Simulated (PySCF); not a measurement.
# Two-component Hartree-Fock for Br(11+) (bromine, charge +11)

Start: [Ar] 3d6; 3d3/2 filled at m_j = -3/2, -1/2, +1/2, +3/2; 3d5/2 filled at m_j = +3/2, +5/2. Calculated with PySCF 2.14 in an even-tempered Gaussian basis (17 s from 0.76 bohr⁻², ratio 2.8; 12 p from 0.98 bohr⁻², ratio 2.8; 8 d from 0.98 bohr⁻², ratio 2.8; 4 f from 4.7 bohr⁻², ratio 3): generalised Hartree-Fock with the X2C-1e Hamiltonian and a Gaussian nucleus; one run each with spin-orbit coupling (SO) switched off, then screened by Boettger's factors.

| spinor shell | electrons | ε, spin-free (eV) | ε, screened SO (eV) | weight of nominal j (screened SO) | rms radius, screened SO (bohr) |
| --- | --- | --- | --- | --- | --- |
| 1s1/2 | 2 | -13846.3 | -13845.9 | 1.000 | 0.0492 |
| 2s1/2 | 2 | -2114.1 | -2113.9 | 1.000 | 0.205 |
| 2p1/2 | 2 | -1893.8 | -1927.8 | 0.993 | 0.180 |
| 3s1/2 | 2 | -533.82 | -533.76 | 1.000 | 0.563 |
| 3p1/2 | 2 | -459.39 | -472.70 | 0.709 | 0.564 |
| 3p3/2 | 4 | -459.39 | -452.82 | 0.854 | 0.574 |
| 3d3/2 | 4 | -351.02 | -350.59 | 0.690 | 0.554 |
| 3d5/2 | 2 | -351.02 | -352.02 | 0.878 | 0.554 |

Problem. Where does 2p3/2 lie, and what is the 2p spin-orbit splitting (screened SO)?

Solution. At -1877.4 eV, 50.439 eV above 2p1/2.

```csv
quantity,spin-free,screened SO
E (hartree),-2555.20598,-2555.37582
M_J,4,4
⟨J²⟩,20.002,20.006
⟨L²⟩,6.001,6.110
⟨S²⟩,6.001,5.935
```

Each row is a mean over spinors that exchange with the open shell spreads, by up to 22.152 eV (3p3/2).

Rows whose weight is well below 1 are mixtures of j = l ± 1/2: exchange outweighs spin-orbit coupling there, and the label is only the starting occupation.

Without spin-orbit coupling the j labels of p, d and f shells carry no meaning; the spin-free column gives the mean over the occupied spinors of each nl shell.
